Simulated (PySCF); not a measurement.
## How methods differ on the ionisation energy of Zr

Zr [Kr] 4d2 5s2 (3F) → Zr+ [Kr] 4d2 5s1 (4F), as a difference of total energies. Computed with PySCF 2.14 in x2c-TZVPPall with one added diffuse shell each of s, p, d, f type (9s7p7d3f1g, 95 functions), with the spin-free X2C one-electron Hamiltonian (Gaussian nucleus). Correlated levels: valence: [Kr] frozen. The calculations carry no spin-orbit coupling.

```tsv
method	ionisation energy (eV)	error (eV)
UHF	5.188	-1.451
MP2 (valence)	6.096	-0.543
SCS-MP2 (valence)	6.283	-0.356
CCSD (valence)	6.333	-0.306
CCSD(T) (valence)	6.412	-0.227
```

Reference: 6.639 eV (measured; NIST levels, between the centres of gravity of the two terms).

Errors of the correlated levels include the incompleteness of this basis and the frozen core.
